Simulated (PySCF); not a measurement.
H6OSn2, SMILES [SnH3][O][SnH3].

Geometry: PBE0-D3(BJ)/def2-SVP. A frequency run showed that this geometry is not a minimum. The def2 effective core potentials stand for the cores of Sn; spin–orbit coupling is left out.

The numbers are results of TDA-ωB97X/def2-SVPD (PySCF 2.14.0), not measurements.

Vertical excitations. The molecule is in vacuum.

Task: List the lowest excited states. (Estimate from the structure and the level; the computed values follow.)

Result: 
| state | energy (eV) | λ (nm) | f | main pairs |
|---|---|---|---|---|
| S1 | 5.78 | 215 | 0.015 | HOMO→LUMO 91 % |
| S2 | 6.28 | 198 | 0.025 | HOMO−1→LUMO 90 % |
| S3 | 7.37 | 168 | 0.087 | HOMO→LUMO+1 67 %, HOMO−3→LUMO 13 % |
| S4 | 7.39 | 168 | 0.022 | HOMO−2→LUMO 74 % |
| S5 | 7.42 | 167 | 0.041 | HOMO−3→LUMO 35 %, HOMO→LUMO+1 23 %, HOMO→LUMO+2 16 %, HOMO→LUMO+3 10 % |
| S6 | 7.71 | 161 | 0.160 | HOMO−1→LUMO+1 86 % |
| S7 | 7.78 | 159 | 0.006 | HOMO→LUMO+2 42 %, HOMO→LUMO+3 32 %, HOMO−3→LUMO 7 % |
| S8 | 8.04 | 154 | 0.010 | HOMO→LUMO+5 28 %, HOMO−1→LUMO+4 12 %, HOMO→LUMO+4 10 %, HOMO→LUMO+3 9 % |
| S9 | 8.07 | 154 | 0.015 | HOMO−1→LUMO+2 36 %, HOMO→LUMO+4 22 %, HOMO−2→LUMO+1 12 %, HOMO−1→LUMO+3 10 % |
| S10 | 8.10 | 153 | 0.029 | HOMO→LUMO+4 52 %, HOMO−1→LUMO+2 21 % |
| T1 | 5.33 | 233 | 0 | HOMO→LUMO 86 % |
| T2 | 5.65 | 219 | 0 | HOMO−1→LUMO 84 % |
| T3 | 6.92 | 179 | 0 | HOMO→LUMO+1 63 % |
| T4 | 7.01 | 177 | 0 | HOMO→LUMO+2 37 %, HOMO−3→LUMO 24 %, HOMO→LUMO+13 10 %, HOMO−3→LUMO+1 8 % |
Triplets are in the Tamm–Dancoff approximation.
